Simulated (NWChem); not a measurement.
System: CH4Se2; SMILES C[Se][SeH]

The following NWChem deck was run.

```
start job
memory heap 200 mb stack 900 mb global 1100 mb
geometry units angstroms noautoz
  Se    -0.429661    -0.930056     0.031233
  C      1.380605    -1.651712     0.011735
  H      1.271773    -2.744064     0.090115
  H      1.951083    -1.277924     0.871083
  H      1.888850    -1.400883    -0.927899
  Se     0.024454     1.350702     0.031378
  H      0.089907     1.525500    -1.434362
end
basis spherical
  * library def2-svpd
end
dft
  xc pbe0
  iterations 150
end
tddft
  cis
  nroots 6
  notriplet
end
task tddft energy
```

Structure relaxed at the PBE0/def2-SVP level.

Vertical excitations in the gas phase.

**Question.** Predict the main results of this run. (PBE0/def2-SVPD, TDA.) Quantities: lowest excitation, singlet (eV); oscillator strength of that lowest state; orbital gap (eV).

**Answer.** The lowest excitation, singlet (eV) is 3.77 and the oscillator strength of that lowest state comes out as 0.004. The orbital gap (eV) comes out as 5.19.
